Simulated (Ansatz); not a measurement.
Reaction (formal loss of a carbene): `CCC(C)(C)C(C)(C)C` → `CC(C)(C)C(C)(C)C` + `[CH2]` (triplet)

Program: Ansatz. Geometries: PBE0-D4/def2-TZVP. ΔE: electronic, gas phase. CBS: MP2 limit from def2 TZ/QZ plus the TZ coupled-cluster correction, frozen cores. This one scheme is used for every species. Functionals use def2-TZVPP. HSE06 is defined as in plane-wave codes. Triplets are unrestricted, without spin–orbit coupling. Each species was taken in one conformer, which may not be the lowest.

`CCC(C)(C)C(C)(C)C`:

Z-matrix (Å, degrees):
```
C
C 1 1.521
H 1 1.092 2 112.1
H 1 1.093 2 110.1 3 -119.3
H 1 1.093 2 112.4 3 121.4
C 2 1.542 1 116.2 3 -65.4
H 2 1.094 1 108.4 3 172.3
H 2 1.095 1 108.0 3 57.8
C 6 1.530 2 108.5 1 -70.9
C 6 1.530 2 109.5 1 46.6
C 6 1.574 2 110.0 1 168.1
H 9 1.093 6 112.1 2 -67.5
H 9 1.092 6 110.4 2 52.1
H 9 1.091 6 111.7 2 171.1
H 10 1.092 6 112.1 2 50.3
H 10 1.092 6 110.5 2 -69.6
H 10 1.092 6 111.6 2 171.5
C 11 1.531 6 111.3 2 166.6
C 11 1.531 6 111.5 2 46.7
C 11 1.531 6 111.3 2 -73.6
H 18 1.093 11 109.5 6 172.6
H 18 1.092 11 112.4 6 53.5
H 18 1.091 11 112.0 6 -68.4
H 19 1.093 11 109.5 6 172.6
H 19 1.093 11 112.2 6 53.5
H 19 1.091 11 112.1 6 -68.3
H 20 1.092 11 111.9 6 -67.7
H 20 1.092 11 112.4 6 54.1
H 20 1.093 11 109.6 6 173.3
```

`CC(C)(C)C(C)(C)C`:

```xyz
26

C     0.838   -0.476    1.703
C     0.094    0.384    0.678
C     0.900    1.670    0.478
C    -1.255    0.772    1.287
C    -0.095   -0.384   -0.678
C    -0.628   -1.799   -0.443
C     1.230   -0.507   -1.434
C    -1.085    0.340   -1.592
H     0.240   -1.329    2.029
H     1.786   -0.855    1.314
H     1.065    0.122    2.589
H     0.471    2.310   -0.296
H     1.938    1.463    0.210
H     0.911    2.245    1.408
H    -1.770    1.527    0.691
H    -1.101    1.192    2.285
H    -1.921   -0.087    1.395
H    -1.541   -1.801    0.158
H    -0.868   -2.266   -1.402
H     0.106   -2.434    0.055
H     1.587    0.461   -1.792
H     2.017   -0.952   -0.820
H     1.097   -1.150   -2.308
H    -0.811    1.386   -1.751
H    -2.102    0.313   -1.194
H    -1.104   -0.145   -2.572
```

`[CH2]` (triplet):

```xyz
3

C     0.181   -0.086    0.190
H    -0.658    0.436    0.623
H     0.477   -0.350   -0.813
```

| level | ΔE (kJ/mol) | difference from CCSD(T)/CBS |
| --- | --- | --- |
| PBE-D4 | 432.0 | 3.9 |
| BLYP-D4 | 417.3 | -10.8 |
| r2SCAN-D4 | 403.1 | -25.0 |
| r2SCAN0-D4 | 399.9 | -28.2 |
| HSE06-D4 | 424.1 | -4.0 |
| PBE0 | 415.8 | -12.3 |
| HF/def2-TZVPP | 271.5 | -156.6 |
| SCS-MP2/def2-TZVPP | 429.5 | 1.4 |
| CCSD/def2-TZVPP | 405.1 | -23.0 |
| MP2/def2-QZVPP | 436.9 | 8.8 |
| CCSD(T)/CBS | 428.1 | 0 |

Largest T1 diagnostic among the species: 0.011.

From PBE to PBE0 (25 % exact exchange), in def2-TZVPP and without D4, ΔE moves by −6.7 kJ/mol. The D4 term adds +14.6 kJ/mol with B3LYP and +8.4 kJ/mol with PBE0; it sums over pairs of atoms, weighted by their polarisabilities, and B3LYP, whose exchange is more repulsive, gets the larger term. Leaving LDA and LC-ωPBE aside and taking each functional with its dispersion term where it has one, the values, not all of them listed here, spread over 37.9 kJ/mol, from r2SCAN0-D4 to ωB97X-V. LDA lies +80.2 kJ/mol from PBE without D4.

B3LYP here is the variant with VWN-RPA as its local correlation; programs differ in this.

CCSD(T)/CBS has its own doubt, a few kJ/mol and more with outer-core shells, so smaller differences from it don't rank the levels.
